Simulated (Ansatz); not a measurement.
Cost and result up the ladder for Ga12N12 (started as a model of: (GaN)12 cage of four- and six-membered rings) (24 atoms). Charge 0, multiplicity 1. Geometry: PBE-D4/def2-SVP.

```xyz
24

Ga   -0.3701   -3.2658    2.6122
Ga   -2.2548   -1.5963    3.1613
Ga    0.5780   -0.8648    2.8558
Ga    0.8294   -1.7603    0.0740
Ga   -2.1543   -2.0549    0.6113
Ga   -1.3891    0.7235    1.1571
Ga    1.5065    1.1419    0.4672
Ga    1.9008    0.1042   -2.3693
Ga   -0.9468   -0.1051   -1.6983
Ga   -0.3245    2.8155   -1.0978
Ga    0.5424    1.8404   -3.7343
Ga    2.0825    3.0216   -2.0393
N    -2.1953   -3.2902    2.0623
N    -0.5722   -1.8360    4.0249
N     1.1481   -2.4368    1.7940
N    -0.9078   -1.7561   -0.7578
N    -2.7258   -0.4854    1.6761
N     0.3697    0.7594    1.9413
N     1.9988   -0.4064   -0.5673
N     0.1198    0.0424   -3.2340
N    -1.4608    1.4031   -0.6162
N     1.4579    2.8799   -0.2361
N     2.5061    1.6545   -3.2985
N     0.2614    3.4717   -2.7887
```

Ansatz on 4 threads of AMD EPYC 7R13 on a shared host and a share (37 GiB) of an NVIDIA H100 80GB HBM3. Times are rough, and most runs start from the orbitals of an earlier one. r2SCAN0-D4/def2-TZVP serves as the yardstick here, not as an exact answer. Differences are given only for rows in sets of like size (and for xTB, whose basis is part of the method), since another set adds its own error. Binding counts from free atoms at the same level (Ga doublet, N quartet; other spins of the atoms weren't run), without zero-point energy or a counterpoise term.

Correlated methods freeze 120 core orbitals; core or outer-core shells of Ga are correlated, in sets that lack core-valence functions. The rows differ in basis, and correlated rows in double-zeta sets carry the largest basis error. Single mean-field runs in def2-SVP, def2-TZVP are fitted with def2-universal-jkfit. Another isomer (singlet) lies 4.21 eV lower at PBE0-D4/def2-TZVP; other spin states weren't run for this one.

Correlated methods converge slowly with the basis, most of all in double-zeta sets.

```tsv
level	functions	wall time	binding energy per atom (eV)	difference from r2SCAN0-D4/def2-TZVP (eV)
PBE-D4/def2-SVP	552	4 s	3.72	–
PBE0-D4/def2-SVP	552	8.5 s	3.50	–
r2SCAN-D4/def2-TZVP	948	9 s	3.48	0.19
MP2/def2-SVP	552	9.5 s	3.39	–
r2SCAN0-D4/def2-TZVP	948	11 s	3.28	0.00
PBE-D4/def2-TZVP (with forces)	948	12 s	3.68	0.40
PBE0-D4/def2-TZVP	948	17 s	3.47	0.19
```
